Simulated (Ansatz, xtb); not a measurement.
Two isomers of C6H3BrF2

We compare I, `C=C1C=C(F)/C1=C(/F)Br`, a singlet, with II, `F/C=C1C(F)=CC/1=C/Br`, a singlet. Both are isolated molecules in the gas phase, relaxed with r2SCAN-D4/def2-SVP.

Quicker runs give these differences E(II) − E(I): GFN2-xTB −4.21 kJ/mol; HF/STO-3G +8.99 kJ/mol (at GFN2-xTB geometries); r2SCAN-D4/def2-SVP//GFN2-xTB +3.02 kJ/mol.

**Question.** Estimate which is lower in electronic energy at CCSD(T)/def2-SVP + ΔMP2/def2-TZVPP, and by roughly how much.

**Answer.** Too close to call at this level: CCSD(T)/def2-SVP + ΔMP2/def2-TZVPP gives E(II) − E(I) = +1.54 kJ/mol.

Level by level:

```csv
level,geometry,E(II) − E(I) (kJ/mol),departure from the last row (kJ/mol),"job, with rough time for the two"
GFN2-xTB,GFN2-xTB,−4.21,−5.75,"optimisation, 0.13 s"
HF/STO-3G,GFN2-xTB,+8.99,+7.46,"single point, 0.6 s"
r2SCAN-D4/def2-SVP//GFN2-xTB,GFN2-xTB,+3.02,+1.49,"single point, 5 s"
r2SCAN-D4/def2-SVP,r2SCAN-D4/def2-SVP,+3.87,+2.34,"optimisation, 38 s"
HF/def2-SVP,r2SCAN-D4/def2-SVP,−5.43,−6.96,part of the CCSD(T) run
MP2/def2-SVP,r2SCAN-D4/def2-SVP,+1.51,−0.02,part of the CCSD(T) run
CCSD(T)/def2-SVP,r2SCAN-D4/def2-SVP,+0.93,−0.60,single point
CCSD(T)/def2-SVP + ΔMP2/def2-TZVPP,r2SCAN-D4/def2-SVP,+1.54,,"single point, 3.1 min"
```

As drawn, both hold the same kinds of bond in the same numbers.

The largest departure from CCSD(T)/def2-SVP + ΔMP2/def2-TZVPP is that of HF/STO-3G, 7.46 kJ/mol. The last row adds to CCSD(T) the change of the MP2 difference between the two basis sets, here +0.60 kJ/mol.

With thermal terms from frequencies at re-optimised GFN2-xTB minima (ideal gas, soft modes damped towards free rotors, one conformer each, 298.15 K, 1 atm): the zero-point term adds +0.77 kJ/mol; ΔH is +1.97 and ΔG +2.36 kJ/mol.

The correlated steps freeze 17 core orbitals; the filled d shell of Br is correlated, in a basis made for valence electrons. Run with Ansatz 0.2.0, xtb 6.7.1; the last row on 4 threads of Arm Neoverse V2 on a shared host.
